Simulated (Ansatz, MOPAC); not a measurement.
Molecule: C2H7Ge, charge 0, multiplicity 2. SMILES: [CH3][GeH][CH3]

Atoms: C1, Ge2, C3, H4, H5, H6, H7, H8, H9, H10. Bonds: C1-Ge2, C1-H4, C1-H5, C1-H6, Ge2-C3, Ge2-H7, C3-H8, C3-H9, C3-H10.

Bond lengths (Å) and angles (degrees) optimised at PM3 with MOPAC; PM7 with MOPAC; B3LYP/LANL2DZ with Ansatz (a first-principles code); B3LYP/6-31G* with LANL2DZ past Ar with Ansatz, each started from the B3LYP-D3(BJ)/def2-TZVP structure (Ansatz) of the last column. A row stands for all coordinates that are equal there; 9 of 11 kinds are shown. 6-31G* holds six Cartesian d functions. No wavenumbers were computed at PM3, B3LYP/LANL2DZ, so these may be saddle points.

```json
[
 {"coordinate": "C1-Ge2", "PM3": "1.908", "PM7": "1.878", "B3LYP/LANL2DZ": "1.989", "B3LYP/6-31G* with LANL2DZ past Ar": "1.991", "B3LYP-D3(BJ)/def2-TZVP": "1.981"},
 {"coordinate": "C1-H4", "PM3": "1.094", "PM7": "1.094", "B3LYP/LANL2DZ": "1.099", "B3LYP/6-31G* with LANL2DZ past Ar": "1.096", "B3LYP-D3(BJ)/def2-TZVP": "1.093"},
 {"coordinate": "C1-H5", "PM3": "1.093", "PM7": "1.092", "B3LYP/LANL2DZ": "1.096", "B3LYP/6-31G* with LANL2DZ past Ar": "1.094", "B3LYP-D3(BJ)/def2-TZVP": "1.089"},
 {"coordinate": "Ge2-H7", "PM3": "1.479", "PM7": "1.477", "B3LYP/LANL2DZ": "1.565", "B3LYP/6-31G* with LANL2DZ past Ar": "1.567", "B3LYP-D3(BJ)/def2-TZVP": "1.558"},
 {"coordinate": "C1-Ge2-C3", "PM3": "119.7", "PM7": "119.5", "B3LYP/LANL2DZ": "110.6", "B3LYP/6-31G* with LANL2DZ past Ar": "110.9", "B3LYP-D3(BJ)/def2-TZVP": "110.0"},
 {"coordinate": "Ge2-C1-H4", "PM3": "111.0", "PM7": "109.7", "B3LYP/LANL2DZ": "109.9", "B3LYP/6-31G* with LANL2DZ past Ar": "109.9", "B3LYP-D3(BJ)/def2-TZVP": "109.2"},
 {"coordinate": "Ge2-C1-H5", "PM3": "111.1", "PM7": "110.2", "B3LYP/LANL2DZ": "110.8", "B3LYP/6-31G* with LANL2DZ past Ar": "110.8", "B3LYP-D3(BJ)/def2-TZVP": "110.3"},
 {"coordinate": "Ge2-C1-H6", "PM3": "111.1", "PM7": "111.4", "B3LYP/LANL2DZ": "110.7", "B3LYP/6-31G* with LANL2DZ past Ar": "110.8", "B3LYP-D3(BJ)/def2-TZVP": "110.7"},
 {"coordinate": "C1-Ge2-H7", "PM3": "120.2", "PM7": "120.3", "B3LYP/LANL2DZ": "109.1", "B3LYP/6-31G* with LANL2DZ past Ar": "109.2", "B3LYP-D3(BJ)/def2-TZVP": "109.5"}
]
```

Mean signed difference of all 9 bond lengths from B3LYP-D3(BJ)/def2-TZVP: PM3 -0.023 Å, PM7 -0.030 Å, B3LYP/LANL2DZ 0.007 Å, B3LYP/6-31G* with LANL2DZ past Ar 0.006 Å.
